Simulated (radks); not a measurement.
Removal energies from the neodymium ion Nd4+, [Xe] 4f2, by Delta-SCF beside the eigenvalue of the level emptied. Method: non-relativistic Kohn-Sham, PBE, spin-polarised, spherical densities, point nucleus; computed with a radial shooting solver on a logarithmic mesh with Libxc functionals. Open shells are filled with parallel spins first.

| removed from | final configuration | Delta-SCF (eV) | -eigenvalue (eV) |
|---|---|---|---|
| 4f | [Xe] 4f1 | 65.423 | 54.843 |
| 5p | [Kr] 4d10 4f2 5s2 5p5 | 67.954 | 61.509 |
| 5s | [Kr] 4d10 4f2 5s1 5p6 | 84.650 | 77.725 |
| 4d | [Kr] 4d9 4f2 5s2 5p6 | 182.20 | 170.39 |
